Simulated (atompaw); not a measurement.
An all-electron radial function and its pseudo partner (lutetium)

Columns: radius, all-electron u(r) and pseudo u(r) of the 6p shell (level -1.34 eV) of lutetium in the configuration [Kr] 4d10 5s2 4f14 5p6 5d1 6s2 6p0; PBE, scalar-relativistic, PAW (atompaw) scheme, atompaw 4.2.0.5.

```tsv
r (bohr)	all-electron	pseudo
0.115	-0.0483	-0.0001
0.231	-0.0128	-0.0002
0.346	0.0938	-0.0003
0.462	0.0897	-0.0002
0.577	0.0166	0.0003
0.692	-0.0669	0.0016
0.808	-0.1326	0.0040
0.923	-0.1715	0.0078
1.038	-0.1854	0.0133
1.154	-0.1790	0.0209
1.269	-0.1576	0.0306
1.385	-0.1254	0.0429
1.500	-0.0868	0.0575
1.615	-0.0445	0.0746
1.731	-0.0002	0.0944
1.846	0.0437	0.1162
1.962	0.0870	0.1401
2.077	0.1282	0.1654
2.192	0.1672	0.1919
2.308	0.2041	0.2194
2.423	0.2381	0.2468
2.538	0.2695	0.2738
2.654	0.2985	0.3003
2.769	0.3247	0.3253
2.885	0.3486	0.3487
3.000	0.3699	0.3699
```

Q: How many radial nodes do the two functions have?

A: The all-electron 6p function has n − l − 1 = 4 (the table is too coarse to show those close to the nucleus); the pseudo-wave has 1, since 1 lower shell of the same l stays in the valence.

Q: Is the pseudo-wave norm-conserving?

A: No, it belongs to a PAW set: the norm inside the radius is not constrained, and the difference is carried by the augmentation charge.
